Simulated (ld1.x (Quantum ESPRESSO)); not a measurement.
## Logarithmic derivatives: sulfur, TM

- Element: sulfur
- Generator: ld1.x (Quantum ESPRESSO) 7.5
- Type: norm-conserving Troullier–Martins (Kleinman–Bylander form)
- Functional: LDA (PZ)
- Relativity: scalar-relativistic
- Frozen core: [Ne]
- Valence charge: 6
- Reference configuration: 3s2 3p4
- Partial waves: 3s (bound): rc 1.45 bohr; 3p (bound): rc 1.30 bohr; 3d channel at 0.45 Ry: rc 1.55 bohr
- Local potential: the d channel
- Core correction: none

The phase is arctan(r·u′/u) with u = r·R(r), unwrapped; energies in Ry, scanned from -3 to 5 Ry. A pole is an energy at which the radial function vanishes at the test radius. The pseudo phase is shifted by a multiple of π to meet the all-electron one at the reference energy, and phase errors are pseudo minus all-electron; the curves can meet again beyond the range given. Levels narrower than the energy grid can be missing from the lists of poles.

**Question.** For each channel, where are the poles, and over which energies does the pseudopotential scatter like the atom?

**Answer.**

| channel | radius (bohr) | reference energy (Ry) | poles, all-electron | poles, pseudo | unbroken range about the reference energy with phases within 0.05 rad | phase error 1 Ry above the reference energy (rad) |
| --- | --- | --- | --- | --- | --- | --- |
| s | 1.71 | -1.27 | 2.19 | 1.52, 4.11 | below 1.5 | -0.007 |
| p | 1.71 | -0.52 | 3.35 | 3.06 | below 4.6 | -0.005 |
| d | 1.71 | 0.45 | 4.21 | 4.32 | the whole range | +0.004 |

Phases in the d channel:

```tsv
E (Ry)	all-electron	pseudo
-3.00	1.242	1.242
-2.76	1.229	1.230
-2.52	1.215	1.216
-2.28	1.199	1.200
-2.04	1.181	1.181
-1.80	1.160	1.161
-1.56	1.136	1.137
-1.32	1.108	1.108
-1.08	1.074	1.075
-0.84	1.033	1.034
-0.60	0.983	0.984
-0.36	0.920	0.920
-0.12	0.838	0.838
0.12	0.730	0.730
0.36	0.583	0.583
0.60	0.383	0.383
0.84	0.119	0.119
1.08	-0.193	-0.191
1.32	-0.502	-0.499
1.56	-0.761	-0.757
1.80	-0.958	-0.953
2.04	-1.102	-1.097
2.28	-1.210	-1.204
2.52	-1.291	-1.285
2.76	-1.355	-1.349
3.00	-1.407	-1.400
3.24	-1.450	-1.442
3.48	-1.486	-1.478
3.72	-1.517	-1.509
3.96	-1.545	-1.536
4.20	-1.570	-1.560
4.44	-1.593	-1.582
4.68	-1.615	-1.602
4.92	-1.635	-1.621
```
